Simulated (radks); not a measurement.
Numerical settings for neutral tellurium, [Kr] 4d10 5s2 5p4. All-electron calculation, scalar-relativistic Kohn-Sham, r2SCAN, spin-polarised, spherical densities, finite nucleus; open shells are filled with parallel spins first (spin-orbit coupling, left out, can overturn this in heavy ions); meta-GGA in the generalised Kohn-Sham scheme; Fermi nuclear charge, rms radius 4.7423 fm. Program: a radial shooting solver on a logarithmic mesh with Libxc functionals. The defaults (mesh step 0.008 in ln r, mesh end at 40 bohr or more with all orbitals vanishing there, Anderson mixing 0.5 over 9 steps, residual threshold near 1e-9 with the energy settled to 1e-9 hartree or 1e-11 of itself, here a cap of 86 iterations) give E = -6795.213 hartree and 5p at -5.158 eV in 12 iterations. Run on one thread of a shared host, so times are rough (Arm Neoverse N1): 0.27 s of CPU time, 0.27 s wall, 12 iterations on 2437 mesh points. Changes against that run (0 stands for a change within the tolerance of the run):

setting                    iterations         converged  E (mhartree)  e(5p) (meV)  CPU (s)
mesh step in ln r 0.003            15               yes             0      +0.0319     0.83
mesh step in ln r 0.12              2                no      diverged            -     0.02
mesh step in ln r 0.08              5                no      diverged            -     0.04
mesh end (bohr) 20                 12               yes             0            0     0.26
mesh end (bohr) 1                  11  level above zero      +3.1e+05    +1.07e+06      0.2
residual threshold 1e-16           86                no             0      +0.0393        1
residual threshold 1e-05           10               yes             0      +0.0309     0.24
mixing 1                           11               yes             0      +0.0235     0.26
linear mixing, mixing 0.2          62               yes             0      +0.0313      1.1
linear mixing, mixing 0.5          22               yes             0      +0.0315     0.43
mixing history 2                   12               yes             0      +0.0541     0.27
iteration cap 8                     8                no             0       +0.115     0.18

Settled on a wrong energy, with an occupied level pushed above zero by the early mesh end: mesh end (bohr) 1 (+310 hartree). Apart from these: no run marked as converged misses the energy by more than 1 mhartree. A mesh that ends early acts as a hard wall.
